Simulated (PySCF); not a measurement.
**`CB(C)C1=CC=c2cc3c(cc21)=CC=C3`, C₁₄H₁₃B**

Molfile (atoms numbered from 1):
```
C14H13B
     RDKit          3D

 28 30  0  0  0  0  0  0  0  0999 V2000
   -4.1150    0.1451    0.0068 C   0  0  0  0  0  0  0  0  0  0  0  0
   -2.6067    0.6117   -0.1084 B   0  0  0  0  0  0  0  0  0  0  0  0
   -2.2814    2.1238   -0.4392 C   0  0  0  0  0  0  0  0  0  0  0  0
   -1.4958   -0.4455    0.1108 C   0  0  0  0  0  0  0  0  0  0  0  0
   -1.7303   -1.7903    0.4061 C   0  0  0  0  0  0  0  0  0  0  0  0
   -0.5254   -2.4879    0.5466 C   0  0  0  0  0  0  0  0  0  0  0  0
    0.5300   -1.5902    0.3411 C   0  0  0  0  0  0  0  0  0  0  0  0
    1.9200   -1.7881    0.3710 C   0  0  0  0  0  0  0  0  0  0  0  0
    2.7224   -0.7006    0.1269 C   0  0  0  0  0  0  0  0  0  0  0  0
    2.1515    0.5904   -0.1484 C   0  0  0  0  0  0  0  0  0  0  0  0
    0.7605    0.7825   -0.1776 C   0  0  0  0  0  0  0  0  0  0  0  0
   -0.0494   -0.3022    0.0660 C   0  0  0  0  0  0  0  0  0  0  0  0
    3.2131    1.4781   -0.3502 C   0  0  0  0  0  0  0  0  0  0  0  0
    4.4268    0.7704   -0.2072 C   0  0  0  0  0  0  0  0  0  0  0  0
    4.1488   -0.5437    0.0803 C   0  0  0  0  0  0  0  0  0  0  0  0
   -4.3356   -0.6488   -0.7060 H   0  0  0  0  0  0  0  0  0  0  0  0
   -4.3210   -0.2713    0.9923 H   0  0  0  0  0  0  0  0  0  0  0  0
   -4.8328    0.9437   -0.1643 H   0  0  0  0  0  0  0  0  0  0  0  0
   -1.7006    2.2108   -1.3569 H   0  0  0  0  0  0  0  0  0  0  0  0
   -3.1724    2.7351   -0.5637 H   0  0  0  0  0  0  0  0  0  0  0  0
   -1.6860    2.5810    0.3505 H   0  0  0  0  0  0  0  0  0  0  0  0
   -2.7027   -2.2365    0.5126 H   0  0  0  0  0  0  0  0  0  0  0  0
   -0.4258   -3.5355    0.7734 H   0  0  0  0  0  0  0  0  0  0  0  0
    2.3320   -2.7662    0.5805 H   0  0  0  0  0  0  0  0  0  0  0  0
    0.3613    1.7620   -0.3876 H   0  0  0  0  0  0  0  0  0  0  0  0
    3.1258    2.5262   -0.5766 H   0  0  0  0  0  0  0  0  0  0  0  0
    5.4054    1.2039   -0.3091 H   0  0  0  0  0  0  0  0  0  0  0  0
    4.8623   -1.3306    0.2445 H   0  0  0  0  0  0  0  0  0  0  0  0
  1  2  1  0
  2  3  1  0
  2  4  1  0
  4  5  2  0
  5  6  1  0
  6  7  2  0
  7  8  1  0
  8  9  2  0
  9 10  1  0
 10 11  1  0
 11 12  2  0
 10 13  2  0
 13 14  1  0
 14 15  2  0
 12  4  1  0
 12  7  1  0
 15  9  1  0
  1 16  1  0
  1 17  1  0
  1 18  1  0
  3 19  1  0
  3 20  1  0
  3 21  1  0
  5 22  1  0
  6 23  1  0
  8 24  1  0
 11 25  1  0
 13 26  1  0
 14 27  1  0
 15 28  1  0
M  END
```

Level of theory: PySCF, TDDFT PBE0/STO-3G excited states, vertical, gas phase. Geometry: GFN2-xTB.

States above about 3.8 eV lie in this functional's continuum (it starts at minus the energy of the highest occupied orbital, well below the true ionisation energy for most functionals) and depend on the basis. Singlets 3 and 4 lie within 0.01 eV of each other, so their separate moments and overlaps can depend on how they mix.

(1) How strongly do the lowest singlets absorb one photon, and two photons of half the energy?

Answers

(1) δ for parallel linear polarisation; σ at the peak of a Lorentzian of half width 0.1 eV, single beam; Ω is circular over linear.
```tsv
state	E (eV)	f	photon λ (nm)	δ (au)	σ (GM)	Ω	main
S1	1.20	0.000	2058	84.9	0.04	0.84	HOMO→LUMO 0.99
S2	2.91	0.352	851	51.2	0.16	1.14	HOMO−1→LUMO 0.91
S3	4.28	0.000	580	0.63	0.00	1.42	HOMO−4→LUMO 0.89, HOMO−5→LUMO 0.08
S4	4.28	0.067	579	35.9	0.24	1.32	HOMO−2→LUMO 0.88
S5	4.58	0.000	542	0.27	0.00	1.47	HOMO−5→LUMO 0.90, HOMO−4→LUMO 0.08
```

Among these, the strongest one-photon state is S2, the strongest two-photon state S4, with a dipole change of 0.8 D (relaxed, norm of the difference vector).
